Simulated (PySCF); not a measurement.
BaF$_{2}$, triplet, at a GFN2-xTB geometry (such geometries of metal compounds can be far from the true shape) (a higher spin typed on purpose: for a closed-shell molecule this is an excited state) (core potentials on Ba); CASSCF(8,7)/def2-SVP (PySCF).

PySCF was given this input:
```python
from pyscf import gto, scf, mcscf
import numpy

mol = gto.M(
    atom='''
Ba    0.00000000    0.00000000    0.00000000
F    -0.00000000   -0.00000000   -2.06582936
F     0.00000000    0.00000000    2.06582936
''',
    basis='def2-svp',
    ecp={'Ba': 'def2-svp'},
    spin=2,
    verbose=4,
)

mf = scf.ROHF(mol)
mf.kernel()
mc = mcscf.CASSCF(mf, 7, 8)
mc.fix_spin_(ss=2.0)
mc.kernel()
occ = numpy.linalg.eigvalsh(mc.fcisolver.make_rdm1(mc.ci, mc.ncas, mc.nelecas))[::-1]
ss = mc.fcisolver.spin_square(mc.ci, mc.ncas, mc.nelecas)[0]
print('natural occupations', occ.round(4), ' <S^2>', round(ss, 4))
```

Predict the main parts of the log of this PySCF run.


```
PySCF version 2.14.0

[INPUT] verbose = 4
[INPUT] num. atoms = 3
[INPUT] num. electrons = 28
[INPUT] charge = 0
[INPUT] spin (= nelec alpha-beta = 2S) = 2
[INPUT] symmetry False subgroup None
[INPUT] Mole.unit = angstrom
[INPUT] Symbol           X                Y                Z      unit          X                Y                Z       unit  Magmom
[...]
nuclear repulsion = 56.4826782246236
number of shells = 21
number of NR pGTOs = 97
number of NR cGTOs = 51
basis = def2-svp
ecp = {'Ba': 'def2-svp'}

******** <class 'pyscf.scf.rohf.ROHF'> ********
method = ROHF
initial guess = minao
damping factor = 0
level_shift factor = 0
DIIS = <class 'pyscf.scf.diis.CDIIS'>
diis_start_cycle = 1
diis_space = 8
diis_damp = 0
SCF conv_tol = 1e-09
SCF conv_tol_grad = None
SCF max_cycles = 50
direct_scf = True
direct_scf_tol = 1e-13
num. doubly occ = 13  num. singly occ = 2
Set gradient conv threshold to 3.16228e-05
init E= -213.365073280379
[...]
cycle= 1 E= -223.613199762121  delta_E= -10.2  |g|= 0.58  |ddm|=  1.7
[...]
cycle= 2 E= -223.650818900363  delta_E= -0.0376  |g|= 0.36  |ddm|= 0.623
[...]
cycle= 3 E= -223.67291421093  delta_E= -0.0221  |g|= 0.0252  |ddm|= 0.216
[...]
cycle= 4 E= -223.673398609859  delta_E= -0.000484  |g|= 0.00863  |ddm|= 0.0583
[...]
cycle= 5 E= -223.673467993178  delta_E= -6.94e-05  |g|= 0.00133  |ddm|= 0.0309
[...]
cycle= 6 E= -223.673471769561  delta_E= -3.78e-06  |g|= 0.000415  |ddm|= 0.00416
[...]
cycle= 7 E= -223.673472181552  delta_E= -4.12e-07  |g|= 9.57e-05  |ddm|= 0.00151
[...]
cycle= 8 E= -223.673472202291  delta_E= -2.07e-08  |g|= 1.37e-05  |ddm|= 0.000419
[...]
cycle= 9 E= -223.673472202652  delta_E= -3.61e-10  |g|= 2.22e-06  |ddm|= 6.92e-05
[...]
Extra cycle  E= -223.673472202658  delta_E= -5.8e-12  |g|= 7.76e-07  |ddm|= 7.19e-06
converged SCF energy = -223.673472202658

******** <class 'pyscf.mcscf.mc1step.CASSCF'> ********
CAS (5e+3e, 7o), ncore = 10, nvir = 34
max_cycle_macro = 50
max_cycle_micro = 4
conv_tol = 1e-07
conv_tol_grad = None
orbital rotation max_stepsize = 0.02
orbital rotation threshold for CI restart = 0.01
augmented hessian ah_max_cycle = 30
augmented hessian ah_conv_tol = 1e-12
augmented hessian ah_linear dependence = 1e-14
augmented hessian ah_level shift = 1e-08
augmented hessian ah_start_tol = 2.5
augmented hessian ah_start_cycle = 3
augmented hessian ah_grad_trust_region = 3
kf_trust_region = 3
kf_interval = 4
ci_response_space = 4
ci_grad_trust_region = 3
with_dep4 0
natorb = False
[...]
CASCI E = -223.673524222813  S^2 = 2.0000000
[...]
macro iter  40 (  7 JK    2 micro), CASSCF E = -223.744865733077  dE = -1.18263466e-04  S^2 = 2.0000000
               |grad[o]|=0.00122  |grad[c]|=0.00181  |ddm|=0.00639  |maxRot[o]|=0.0507
macro iter  41 ( 15 JK    4 micro), CASSCF E = -223.744583703472  dE =  2.82029604e-04  S^2 = 2.0000000
               |grad[o]|=0.00117  |grad[c]|=0.00734  |ddm|=0.00827  |maxRot[o]|=0.0933
macro iter  42 ( 21 JK    4 micro), CASSCF E = -223.744603151882  dE = -1.94484101e-05  S^2 = 2.0000000
               |grad[o]|=0.00255  |grad[c]|=0.00088  |ddm|=0.00108  |maxRot[o]|=0.0167
macro iter  43 ( 17 JK    4 micro), CASSCF E = -223.744735337756  dE = -1.32185874e-04  S^2 = 2.0000000
               |grad[o]|=0.00166  |grad[c]|=0.0022  |ddm|=0.003  |maxRot[o]|=0.0354
macro iter  44 (  7 JK    2 micro), CASSCF E = -223.744855569738  dE = -1.20231982e-04  S^2 = 2.0000000
               |grad[o]|=0.0012  |grad[c]|=0.00163  |ddm|=0.00639  |maxRot[o]|=0.0497
macro iter  45 ( 15 JK    4 micro), CASSCF E = -223.744573936505  dE =  2.81633233e-04  S^2 = 2.0000000
               |grad[o]|=0.00119  |grad[c]|=0.00663  |ddm|=0.00821  |maxRot[o]|=0.0924
macro iter  46 ( 20 JK    4 micro), CASSCF E = -223.744613167133  dE = -3.92306282e-05  S^2 = 2.0000000
               |grad[o]|=0.00248  |grad[c]|=0.000804  |ddm|=0.00144  |maxRot[o]|=0.014
macro iter  47 ( 21 JK    4 micro), CASSCF E = -223.744619100531  dE = -5.93339740e-06  S^2 = 2.0000000
               |grad[o]|=0.00152  |grad[c]|=0.00211  |ddm|=0.00293  |maxRot[o]|=0.00463
macro iter  48 (  7 JK    2 micro), CASSCF E = -223.744781468452  dE = -1.62367922e-04  S^2 = 2.0000000
               |grad[o]|=0.00151  |grad[c]|=0.00128  |ddm|=0.00713  |maxRot[o]|=0.0496
macro iter  49 (  7 JK    2 micro), CASSCF E = -223.744884208498  dE = -1.02740046e-04  S^2 = 2.0000000
               |grad[o]|=0.00124  |grad[c]|=0.0024  |ddm|=0.00832  |maxRot[o]|=0.0589
macro iter  50 ( 15 JK    4 micro), CASSCF E = -223.744601200670  dE =  2.83007828e-04  S^2 = 2.0000000
               |grad[o]|=0.00123  |grad[c]|= 0.01  |ddm|=0.013  |maxRot[o]|=0.105
1-step CASSCF not converged,  50 macro (843 JK 178 micro) steps
CASSCF canonicalization
Density matrix diagonal elements [1.97743527 1.97743835 1.78668141 1.21305756 1.00012925 0.02263253
 0.02262563]
CASSCF energy = -223.744601200670
CASCI E = -223.744601200670  E(CI) = -17.1992866548787  S^2 = 2.0000000
natural occupations [1.9972 1.9827 1.9827 1.0026 1.     0.0173 0.0173]  <S^2> 2.0
```

The run did not converge; its last values are not results.
